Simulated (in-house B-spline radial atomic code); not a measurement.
Pb VIII (Pb7+): [Xe] (4f5/2)5 (4f7/2)8 (5d3/2)1 (5d5/2)6 (7f7/2)1 (an excited or competing configuration)

Computed with an all-electron radial atomic-structure program (B-spline basis): Dirac-Hartree-Fock, average of the jj configuration, Fermi nucleus of rms radius 5.5012 fm.

Effective charges: Z_r = [3n² - l(l+1)]/(2<r>) from the radius, Z_e = n√(-2ε) from the energy, and Slater's rules. Values are occupation-weighted means over j. An effective charge above Z reflects the relativistic contraction of the inner shells.

| shell | electrons | ε (eV) | <r> (bohr) | Z_r | Z_e | Slater |
| --- | --- | --- | --- | --- | --- | --- |
| 1s | 2 | -88732 | 0.01605 | 93.43 | 80.76 | 81.70 |
| 2s | 2 | -16133 | 0.06689 | 89.71 | 68.87 | 77.85 |
| 2p | 6 | -14007 | 0.06087 | 82.14 | 64.17 | 77.85 |
| 3s | 2 | -4048.8 | 0.1737 | 77.73 | 51.75 | 70.75 |
| 3p | 6 | -3420.5 | 0.1751 | 71.38 | 47.57 | 70.75 |
| 3d | 10 | -2708.5 | 0.16 | 65.63 | 42.33 | 60.85 |
| 4s | 2 | -1057.4 | 0.3829 | 62.68 | 35.26 | 54.25 |
| 4p | 6 | -844.63 | 0.4058 | 56.68 | 31.52 | 54.25 |
| 4d | 10 | -576.81 | 0.4272 | 49.16 | 26.04 | 42.85 |
| 4f | 13 | -289.52 | 0.4436 | 40.58 | 18.45 | 31.80 |
| 5s | 2 | -284.92 | 0.8405 | 44.61 | 22.88 | 25.20 |
| 5p | 6 | -219.42 | 0.9337 | 39.09 | 20.08 | 25.20 |
| 5d | 7 | -137.54 | 1.128 | 30.58 | 15.90 | 12.90 |
| 7f | 1 | -26.205 | 5.517 | 12.24 | 9.71 | 8.00 |

The least bound orbital is 7f7/2 at -26.21 eV, and it is also the most diffuse (<r> = 5.517 bohr). The part-filled 4f shell lies below the filled 5p shell in orbital energy.

For the 1s electron the small component carries 9.78 % of the norm, the zero-frequency Breit interaction raises the level by 343.6 eV, self-energy by 222.9 eV, and vacuum polarisation lowers it by 47.57 eV.
